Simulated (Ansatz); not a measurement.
Energy needed to pull apart GaH2F (SMILES [F][GaH2]), singlet, into free ground-state atoms, from the structure below (displaced at random from a GFN2-xTB minimum); no zero-point or spin–orbit terms; open-shell atoms are treated unrestricted, in their ground-state multiplicity.

```csv
atom,x (Å),y (Å),z (Å)
F1,-0.6175,-0.5450,1.5321
Ga2,0.0431,-0.0336,-0.1199
H3,-0.9180,-0.3391,-1.3898
H4,1.4723,0.7750,-0.1070
```

Program: Ansatz 0.2.0. Basis: def2-TZVPP. Cores are frozen in the correlated methods. Filled d shells of the heavier atoms are correlated. The def2 sets are not built for correlating such inner shells, so the correlated values are less sure here.

| method | atomization energy (eV) |
| --- | --- |
| PBE-D4 | 10.60 |
| r2SCAN-D4 | 10.64 |
| PBE0-D4 | 10.33 |
| r2SCANh-D4 | 10.52 |
| LC-wPBE | ? |
| wB97M-V | 10.54 |
| HF | 7.68 |
| MP2 | 10.70 |
| CCSD | ? |
| CCSD(T) | 10.53 |

Task: What does CCSD give? (To be estimated.)

Result: Computed: 10.39 eV, which is about 0.14 eV less than CCSD(T)/def2-TZVPP.

Task: What does LC-wPBE give? (To be estimated.)

Result: Computed: 10.62 eV, which is about 0.09 eV more than CCSD(T)/def2-TZVPP.

In triple zeta the MP2 and coupled-cluster atomization energies are still short of their basis limit by a few kcal/mol a bond, whereas those of the functionals are nearly converged, so these differences are not deviations from converged CCSD(T).

T1 diagnostic: at most 0.016.

For scale, one of the runs: CCSD(T)/def2-TZVPP forces, 107 basis functions (an equivalent command: `ansatz run in.yaml --threads 4`). Hardware: 4 CPU threads, shared host. Wall time 14 s; peak host memory 0.61 GiB.
